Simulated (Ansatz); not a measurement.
`[OH][AlH][SiH3]` + `N[SiH3]` → `[OH][AlH][NH][SiH3]` + SiH₄ at 700 K and 1 bar (cleavage of the Al–Si bond).

Gas-phase electronic energies from Ansatz, PBE0-D4/def2-TZVP geometries. CBS: MP2 limit from def2 TZ/QZ plus the TZ coupled-cluster correction, frozen cores. This one scheme is used for every species. Each species was taken in one conformer, which may not be the lowest.

```json
{"species": "`[OH][AlH][SiH3]`", "CCSD(T)/CBS energy (Eh)": "-609.31389", "H − E (kJ/mol)": "184.6", "S (J/(mol·K))": "430.8"}
{"species": "`N[SiH3]`", "CCSD(T)/CBS energy (Eh)": "-346.80422", "H − E (kJ/mol)": "180.7", "S (J/(mol·K))": "336.3"}
{"species": "`[OH][AlH][NH][SiH3]`", "CCSD(T)/CBS energy (Eh)": "-664.69394", "H − E (kJ/mol)": "242.7", "S (J/(mol·K))": "470.5"}
{"species": "SiH₄", "CCSD(T)/CBS energy (Eh)": "-291.46306", "H − E (kJ/mol)": "115.5", "S (J/(mol·K))": "252.9"}
```

H − E and S are ideal-gas, rigid-rotor, harmonic terms from PBE0-D4/def2-TZVP, for one conformer and one mirror image of each species. 1 Eh = 2625.50 kJ/mol, R = 8.31446 J/(mol·K).

By hand: ΔE, ΔH, ΔS and ΔG.

ΔE = (-664.69394) + (-291.46306) − (-609.31389) − (-346.80422) = -0.03889 Eh = -102.1 kJ/mol. Δ(H − E) = 242.7 + 115.5 − 184.6 − 180.7 = -7.1, so ΔH = -109.2 kJ/mol. ΔS = 470.5 + 252.9 − 430.8 − 336.3 = -43.7 J/(mol·K). ΔG = -109.2 − 700 × (-43.7)/1000 = -78.6 kJ/mol.

By hand: the equilibrium constant, and the temperature at which ΔG would vanish if ΔH and ΔS stayed fixed.

log₁₀ K = −ΔG/(RT ln 10) = 5.9. ΔG = 0 at ΔH/ΔS = 2499 K.

ΔH outweighs TΔS. A doubt of 5 kJ/mol in ΔE shifts log₁₀ K by 0.4 here. Other conformers and mirror images would add mixing entropy, several J/(mol·K) or more a flexible species. Modes under 60 cm⁻¹, often nearly free rotors, make the harmonic entropy too high. These are equilibria of isolated gas molecules and say nothing of rates. Largest T1 diagnostic: 0.014 (customary marks: 0.02 for closed shells, 0.045 for open ones).
